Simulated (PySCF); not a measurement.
MCl cations for M along group 13

CCSD(T) with triple-zeta basis sets in PySCF, for the lowest determinant that a PBE0 search found; no spin–orbit coupling. De refers to high-spin ground-configuration atoms (the charge goes to the atom of lower measured ionisation energy or higher electron affinity, which is not always the lowest computed limit).

```
 M        basis  reference, frozen orbitals  charged atom  state (unpaired electrons)  Re (Å)  ωe (cm⁻¹)  De (eV)
 B  def2-TZVPPD                      UHF, 6            B+               doublet (σ ↑)   1.604       1139     3.48
Ga  def2-TZVPPD                     UHF, 14           Ga+               doublet (σ ↑)   2.088        439     0.98
In  def2-TZVPPD                      UHF, 9           In+               doublet (σ ↑)   2.299        341     0.56
```

(1) The row for M = Al is missing. Estimate Re, ωe and De as the mean of the rows for B and Ga, and compare with the calculation.

Correlated steps freeze the inner cores (6 to 14 orbitals); shallow outer-core shells are correlated. Spin–orbit coupling is left out, which matters for elements this heavy, above all for dissociation energies. For an ion De counts to the pair picked by the measured ionisation energies or electron affinities, which need not be the lowest pair at this level. States were picked by a PBE0 search and need not be the measured ground states.

Results:

(1) The means are 1.846 Å, 789 cm⁻¹ and 2.23 eV. UHF-CCSD(T) in def2-TZVPPD gives AlCl⁺ as a doublet (σ ↑) with Re = 2.031 Å, ωe = 602 cm⁻¹, De = 1.84 eV, so the estimate is off by -18.5 pm, +31 % and +0.39 eV.
